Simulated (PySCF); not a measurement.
## Excitation energy of As by level of theory

As [Ar] 3d10 4s2 4p3 (4S) → As [Ar] 3d10 4s1 4p4 (4P), as a difference of total energies. Computed with PySCF 2.14 in def2-TZVPPD (7s5p5d1f, 54 functions), with no relativity, point nucleus. Correlated levels: valence and next inner shell: [Ne] frozen. The calculations carry no spin-orbit coupling.

```csv
method,excitation energy (eV)
UHF,8.221
MP2 (valence and next inner shell),8.424
SCS-MP2 (valence and next inner shell),8.412
CCSD (valence and next inner shell),7.987
CCSD(T) (valence and next inner shell),7.776
```

Task: How much does correlation contribute at CCSD(T) (valence and next inner shell)?

Result: 7.776 − (8.221) = -0.445 eV, measured against UHF.

A first-order spin-orbit estimate (lowest level to lowest level, LS coupling) adds -0.083 eV.

The coupled-cluster amplitudes are large for the upper state (T1 above 0.03 or a double amplitude above 0.15), so a single reference is strained.
